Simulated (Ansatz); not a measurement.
Ansatz (an electronic-structure program) job for F3Sc, SMILES [F][Sc-]([F])[F] (connectivity only; charge and spin as stated), charge -1, multiplicity 2, PBE/def2-SVPD. Geometry optimised at B3LYP-D3(BJ)/def2-SVPD. The geometry has at least one imaginary mode, so it is a saddle point at that level. The spin state was assumed, not searched.

Ansatz 0.2 input:
```yaml
crystal:
  periodic: [false, false, false]
  atoms:
    - {symbol: Sc, position_ang: [-0.00000000, 0.00000000, 0.00000000]}
    - {symbol: F, position_ang: [1.92452387, 0.00000000, 0.00000000]}
    - {symbol: F, position_ang: [-0.96226193, 1.66668656, 0.00000000]}
    - {symbol: F, position_ang: [-0.96226194, -1.66668656, 0.00000000]}
basis:
  gaussian:
    orbitals: def2-SVPD
hamiltonian:
  xc: {name: PBE}
total_charge: -1
magnetization: {spin_polarized: true, initial_magnetization: 1}
```

It prints:

```
WARN ansatz: RAYON_NUM_THREADS=1 ignored (pool sized by the plan → 1); use --threads N
Functional definition: PBE
integrals: 0.04 GiB planned
944 factors; their error is unknown
mean field: 0.34 GiB planned
mean field evaluation 1: about -28836.9610 eV, gradient 2.7e0 eV
mean field evaluation 2: about -28836.9710 eV, gradient 3.4e0 eV
mean field evaluation 4: about -28837.0179 eV, gradient 1.9e-1 eV
mean field evaluation 8: about -28837.0166 eV, gradient 1.6e-2 eV
mean field evaluation 16: about -28836.9908 eV, gradient 1.4e-5 eV
mean field evaluation 32: about -28835.5366 eV, gradient 2.0e0 eV
mean field evaluation 64: about -28834.4686 eV, gradient 9.6e0 eV
mean field -28836.99083071 eV, -1059.7398666142 hartree, gradient 1.4e-5 eV, S^2 0.750831; 9 other end points of the search recorded, 0 dependent functions left out
reference -28836.99088861 eV, -1059.7398687420 hartree; 25, 24 occupied and 78, 79 virtual orbitals, 944 factors
Total energy: -28836.99088861 eV, -1059.7398687420 hartree
```

Self-consistency was reached.
